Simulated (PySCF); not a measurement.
Si(H)(Cl)(Me)(OH) (CH5ClOSi), SMILES C[SiH](O)Cl. The structure is a stationary point at PBE-D3(BJ)/def2-SVP. One conformer was computed; it need not be the lowest.

Computed with PBE-D3(BJ)/def2-SVP in PySCF.

Harmonic wavenumbers (cm⁻¹): 157, 182, 189, 270, 288, 504, 645, 704, 721, 794, 853, 870, 910, 1220, 1376, 1379, 2221, 2976, 3079, 3081, 3762. Rotational constants (GHz): 5.777, 3.243, 2.330; symmetry number 1.

Problem. Work out the zero-point energy and the ideal-gas rigid-rotor harmonic-oscillator thermochemistry at 298.15 K and 1 atm.

Solution. ZPE = ½ Σ hcν = ½ × 26184 cm⁻¹ = 37.43 kcal/mol. H − E(el) = 42.03 kcal/mol. Entropy in cal/(mol K): translation 39.61, rotation 26.40, vibration 12.56, total 78.58. G − E(el) = 18.60 kcal/mol. Cp = 23.46 cal/(mol K).
